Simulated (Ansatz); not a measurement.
Steps of a relaxation of ClGe₂H₅O, SMILES `[OH][GeH]([Cl])[GeH3]` with RKS PBE-D4/def2-SVP.

```sh
$ ansatz run in.yaml --threads 4 --pin off --events-out ev --progress --plain --max-ram 10444MiB
```

```yaml
crystal:
  periodic: [false, false, false]
  atoms:
    - {symbol: O, position_ang: [-0.060800, 1.935300, -0.874700]}
    - {symbol: Ge, position_ang: [0.727400, 0.725600, 0.075400]}
    - {symbol: Cl, position_ang: [2.444900, 0.039700, -1.015100]}
    - {symbol: Ge, position_ang: [-0.674900, -1.103300, 0.450700]}
    - {symbol: H, position_ang: [-0.383100, 1.505900, -1.732500]}
    - {symbol: H, position_ang: [1.166100, 1.344400, 1.436200]}
    - {symbol: H, position_ang: [-1.158200, -1.706800, -0.905000]}
    - {symbol: H, position_ang: [0.021200, -2.182800, 1.277200]}
    - {symbol: H, position_ang: [-1.993900, -0.604200, 1.270800]}
basis:
  gaussian: {orbitals: def2-SVP}
hamiltonian: {xc: pbe, dispersion: d4}
relax: {f_tol: 0.03, max_steps: 200}
```

Positions (Å) and forces (eV/Å) along the path, 8 of 8 steps:

```xyz
9
step=1 energy=-127644.9462 eV
O    -0.061    1.935   -0.875   -1.315    0.697   -2.295
Ge    0.727    0.726    0.075    0.843   -0.434    1.565
Cl    2.445    0.040   -1.015    0.698   -0.257   -0.357
Ge   -0.675   -1.103    0.451   -1.748   -0.441    0.312
H    -0.383    1.506   -1.732    0.426    0.804    1.239
H     1.166    1.344    1.436    0.066    0.210   -0.257
H    -1.158   -1.707   -0.905    0.033    0.022    0.140
H     0.021   -2.183    1.277    0.156   -0.283    0.180
H    -1.994   -0.604    1.271    0.841   -0.317   -0.527
9
step=2 energy=-127645.1780 eV
O    -0.018    2.019   -0.886   -0.621    0.201   -0.872
Ge    0.712    0.741    0.091    0.581   -0.288    0.638
Cl    2.484    0.035   -0.985    0.116   -0.144   -0.085
Ge   -0.734   -1.186    0.462   -0.211   -0.045    0.034
H    -0.370    1.633   -1.724    0.156    0.323    0.405
H     1.248    1.496    1.350   -0.167   -0.125   -0.131
H    -1.220   -1.817   -0.870    0.085    0.075   -0.013
H    -0.032   -2.273    1.306    0.093   -0.002    0.007
H    -1.982   -0.694    1.240   -0.032    0.004    0.016
9
step=3 energy=-127645.1899 eV
O    -0.130    1.985   -0.846    0.135   -0.190   -0.463
Ge    0.763    0.727    0.086   -0.207   -0.079    0.184
Cl    2.535   -0.014   -0.996   -0.145    0.098    0.017
Ge   -0.750   -1.166    0.469    0.228   -0.042   -0.033
H    -0.365    1.630   -1.734    0.035    0.191    0.345
H     1.244    1.488    1.352    0.027   -0.017   -0.083
H    -1.194   -1.770   -0.888    0.028    0.016    0.000
H    -0.016   -2.244    1.307   -0.032   -0.033   -0.015
H    -2.001   -0.683    1.235   -0.068    0.057    0.048
9
step=4 energy=-127645.1652 eV rejected
O    -0.045    1.951   -0.922    0.016    0.526    0.319
Ge    0.740    0.736    0.132   -0.080   -0.270   -0.434
Cl    2.484   -0.068   -0.949    0.002    0.002    0.059
Ge   -0.729   -1.185    0.499    0.001    0.108   -0.020
H    -0.471    1.704   -1.760    0.113   -0.403    0.056
H     1.261    1.540    1.344   -0.025    0.092   -0.020
H    -1.127   -1.710   -0.905   -0.023   -0.002    0.021
H    -0.031   -2.316    1.290    0.016    0.012    0.023
H    -1.994   -0.699    1.254   -0.020   -0.065   -0.003
9
step=5 energy=-127645.2094 eV
O    -0.076    1.997   -0.875   -0.029   -0.075   -0.229
Ge    0.742    0.725    0.097   -0.040    0.031    0.013
Cl    2.506   -0.016   -0.988   -0.045    0.003    0.008
Ge   -0.742   -1.175    0.478    0.004   -0.013   -0.008
H    -0.388    1.647   -1.737    0.086    0.070    0.239
H     1.239    1.493    1.348    0.006    0.003   -0.027
H    -1.177   -1.763   -0.889    0.015    0.005    0.007
H    -0.016   -2.264    1.307   -0.002   -0.016   -0.003
H    -2.001   -0.690    1.243    0.007   -0.008    0.000
9
step=6 energy=-127645.2124 eV
O    -0.057    2.020   -0.889    0.019   -0.013    0.004
Ge    0.719    0.741    0.107   -0.012    0.035    0.038
Cl    2.450   -0.060   -0.982    0.039   -0.002   -0.014
Ge   -0.742   -1.177    0.484   -0.029    0.000    0.016
H    -0.351    1.663   -1.748   -0.014    0.002    0.000
H     1.234    1.520    1.347   -0.010   -0.024   -0.041
H    -1.168   -1.757   -0.888    0.009    0.010   -0.007
H     0.011   -2.265    1.290    0.000    0.007    0.001
H    -2.008   -0.731    1.262   -0.001   -0.015    0.003
9
step=7 energy=-127645.2108 eV rejected
O    -0.042    2.013   -0.901   -0.002   -0.001    0.004
Ge    0.725    0.736    0.103    0.007    0.062    0.052
Cl    2.468   -0.063   -0.979   -0.048   -0.006    0.035
Ge   -0.753   -1.166    0.497    0.037   -0.043   -0.054
H    -0.374    1.648   -1.742   -0.007   -0.005   -0.010
H     1.235    1.519    1.339    0.022   -0.002   -0.021
H    -1.153   -1.717   -0.895   -0.027   -0.031    0.003
H     0.013   -2.258    1.284   -0.008   -0.008    0.000
H    -2.031   -0.760    1.276    0.025    0.034   -0.008
9
step=8 energy=-127645.2131 eV
O    -0.050    2.017   -0.894    0.004    0.003    0.000
Ge    0.722    0.740    0.107   -0.003    0.015    0.012
Cl    2.461   -0.062   -0.974    0.006   -0.005   -0.002
Ge   -0.745   -1.174    0.487   -0.004   -0.004   -0.005
H    -0.371    1.656   -1.742   -0.002   -0.006    0.006
H     1.240    1.521    1.341   -0.003   -0.004   -0.012
H    -1.163   -1.745   -0.892    0.000    0.001   -0.001
H     0.009   -2.263    1.288    0.000    0.000    0.001
H    -2.014   -0.738    1.264    0.001    0.000    0.000
```

Run time 12 s (4 threads of an Arm Neoverse V2 on a shared host); peak host memory 0.2 GiB.
